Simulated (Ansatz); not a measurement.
C3H4OSi can be A, `C#CC(=O)[SiH3]`, or B, `C=C1[SiH2]C1=O`.

Computed with Ansatz on PBE0-D4/def2-TZVP structures; ΔE is electronic, products minus reactants. CBS: MP2 limit from def2 TZ/QZ plus the TZ coupled-cluster correction, frozen cores. DFT in def2-TZVPP. B3LYP here is the variant with VWN-RPA as its local correlation; programs differ in this.

(1) Which isomer does CCSD(T)/CBS put lower? Give the gap. (Best estimate.)

(2) Give E(B) − E(A) in kcal/mol with CCSD/def2-TZVPP, B2PLYP, BLYP-D4, MP2/def2-TZVPP, r2SCAN-D4, B3LYP-D4, ωB97M-V. (Best estimate.)

(3) Does the order hold for the free energy at 298.15 K (harmonic terms from PBE0-D4)? (Estimate.)

Largest T1 diagnostic: 0.018.

## Answers

(1) The calculation gave: A, by 6.7 kcal/mol.

(2) Ansatz gave: CCSD/def2-TZVPP 8.3, B2PLYP 6.7, BLYP-D4 4.0, MP2/def2-TZVPP 8.0, r2SCAN-D4 0.6, B3LYP-D4 4.6, ωB97M-V 4.9. None reverses the order clearly.

(3) Ansatz gave: Yes: G(B) − G(A) = +8.7 kcal/mol. Modes under 60 cm⁻¹, often nearly free rotors, make the harmonic entropy too high.

From r2SCAN to r2SCAN0 (25 % exact exchange), in def2-TZVPP and without D4, E(B) − E(A) moves by +0.8 kcal/mol. In def2-TZVPP, CCSD(T) changes the Hartree–Fock value by −6.8 kcal/mol (the triples alone add −1.4 kcal/mol) and MP2 by −5.6 kcal/mol.
